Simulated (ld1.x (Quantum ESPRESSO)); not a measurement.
# u(r) = r·R(r): atom against pseudo-atom (cobalt (Co))

Columns: radius, all-electron u(r) and pseudo u(r) of the 3d shell (level -8.28 eV) of cobalt in the configuration [Ar] 3d7 4s2 4p0; PW91, scalar-relativistic, ultrasoft scheme, ld1.x (Quantum ESPRESSO) 7.5.

```
r (bohr)  all-electron  pseudo
   0.138        0.1616  0.0043
   0.275        0.5159  0.0319
   0.413        0.7893  0.0982
   0.550        0.9236  0.2025
   0.688        0.9520  0.3322
   0.825        0.9179  0.4614
   0.963        0.8535  0.5665
   1.100        0.7783  0.6277
   1.238        0.7014  0.6403
   1.375        0.6285  0.6119
   1.513        0.5608  0.5590
   1.650        0.5000  0.5001
   1.788        0.4452  0.4452
   1.925        0.3966  0.3966
   2.062        0.3536  0.3536
   2.200        0.3150  0.3150
   2.338        0.2809  0.2809
   2.475        0.2507  0.2507
   2.613        0.2237  0.2237
   2.750        0.1998  0.1998
   2.888        0.1784  0.1784
   3.025        0.1594  0.1594
   3.162        0.1425  0.1425
   3.300        0.1273  0.1273
   3.438        0.1137  0.1137
   3.575        0.1016  0.1016
```

How many radial nodes do the two functions have?

The all-electron 3d function has n − l − 1 = 0; the pseudo-wave has 0.

At about which radius was the pseudo-wave matched?

1.75 bohr, where the columns begin to agree (steps of 0.14 bohr).

Where does each function peak?

Outermost all-electron maximum near 0.69 bohr, pseudo maximum near 1.24 bohr (to the table’s step).

Is the pseudo-wave norm-conserving?

No, it belongs to an ultrasoft set: the norm inside the radius is not constrained, and the difference is carried by the augmentation charge.
